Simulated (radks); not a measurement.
The numbers below are computed, except where a source is named.
Problem. Level of theory: Dirac Kohn-Sham, PBEsol, spin-unpolarised, spherical densities, finite nucleus; open shells fill j = l - 1/2 first; Fermi nuclear charge, rms radius of each element as measured or else 0.836 A^(1/3) + 0.57 fm (a radial shooting solver on a logarithmic mesh with Libxc functionals). Each species is in its NIST ground configuration. Rank Co, Cr, Mn, Fe, Ni, Zn, Cu, Sc, V, Ti by mean radius of the outermost orbital (bohr), largest first.

Solution. Sc 3.71, Ti 3.50, Cr 3.42, V 3.34, Mn 3.08, Fe 2.98, Cu 2.92, Co 2.88, Ni 2.80, Zn 2.64.
